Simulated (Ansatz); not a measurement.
Input and output for `[K][I]`.

```yaml
crystal:
  periodic: [false, false, false]
  atoms:
    - {symbol: K, position_ang: [0.000000, 0.000000, -0.011368]}
    - {symbol: I, position_ang: [-0.000000, -0.000000, 3.059212]}
basis:
  gaussian: {orbitals: def2-TZVPD}
magnetization: {spin_polarized: true, initial_magnetization: 0}
hamiltonian: {xc: {name: B3LYP}, dispersion: d4}
output: {forces: true}
```

```sh
$ ansatz run in.yaml --threads 2 --pin off --events-out ev --progress --plain --max-ram 32768MiB --backend cpu
```

It prints (some lines left out):

```
Functional definition: B3LYP
811 factors; their error is unknown
mean field evaluation 1: about -24429.7668 eV, gradient 1.1e1 eV
mean field evaluation 2: about -24429.2223 eV, gradient 1.6e1 eV
mean field evaluation 4: about -24430.8385 eV, gradient 7.9e-1 eV
mean field evaluation 8: about -24431.0996 eV, gradient 2.5e-2 eV
mean field -24431.09960139 eV, -897.8263503569 hartree, gradient 1.6e-5 eV, S^2 0.000000; 0 other end points of the search recorded, 0 dependent functions left out
reference -24431.09982087 eV, -897.8263584227 hartree; 22, 22 occupied and 73, 73 virtual orbitals, 811 factors
Total energy: -24431.14422229 eV, -897.8279901447 hartree
Atom 0 at     0.000000     0.000000    -0.011368 Å, force     0.000000     0.000000    -0.090589 eV/Å
Atom 1 at    -0.000000    -0.000000     3.059212 Å, force    -0.000000     0.000000     0.090589 eV/Å
Dipole moment:     0.000000    -0.000000    -2.279811 e Å
```

Run time 2.3 s (2 threads of an AMD EPYC 7R13 on a shared host); peak host memory 0.26 GiB.
